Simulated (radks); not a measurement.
Task: These are the eigenvalues of the occupied orbitals of an atom or ion with whole-number occupations (hartree). Method: scalar-relativistic Kohn-Sham, LB94 model potential, spin-polarised, spherical densities, finite nucleus; Fermi nuclear charge, rms radius of each element as measured or else 0.836 A^(1/3) + 0.57 fm; computed with a radial shooting solver on a logarithmic mesh with Libxc functionals.

orbital  eigenvalue
1s down   -359.2107
1s up     -359.2067
2s down   -49.71131
2s up     -49.67763
2p down   -44.05667
2p up     -44.02524
3s up     -10.79638
3s down   -10.53937
3p up      -9.07959
3p down    -8.83067
3d up      -6.29038

Which element is it, and in what charge state? The configuration may be excited. Open shells, if any, are filled with parallel spins first.

Result: Z = 30, zinc, charge +7: Zn7+ in [Ar] 3d5. The list shows which subshells hold electrons but not how many an open one holds; the 1s level, -359.21 hartree, gives Z - s = 26.8 by -(Z - s)^2/2, which with screening and relativity narrows Z to a few neighbours, and the depths of the outer levels then fix element, charge and occupations together.
